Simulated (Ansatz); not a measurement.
C₃H₃N₂, SMILES c1[c]cn[nH]1, multiplicity 2.

Geometry: B3LYP-D3(BJ)/def2-SVP. The isomer is the one that the SMILES or the coordinates give; other isomers of the formula were not compared.

Two levels are set side by side: PBE/def2-SVPD (Ansatz, a first-principles code) and CAM-B3LYP/def2-SVPD (Ansatz). Energy differences of separate SCF runs at the same geometry; the states with an electron removed or added have multiplicity 3 and 1. Differences are taken from unrounded values.

```
quantity                          PBE
-------------------------------  ----
vertical ionisation energy (eV)  9.61
vertical electron affinity (eV)  1.03
```

Q: These are the PBE values. What does CAM-B3LYP give? (The exact figures need the calculation; the answer reports its results.)

A: 
```tsv
quantity	CAM-B3LYP	PBE minus CAM-B3LYP
vertical ionisation energy (eV)	9.61	-0.01
vertical electron affinity (eV)	1.09	-0.06
```
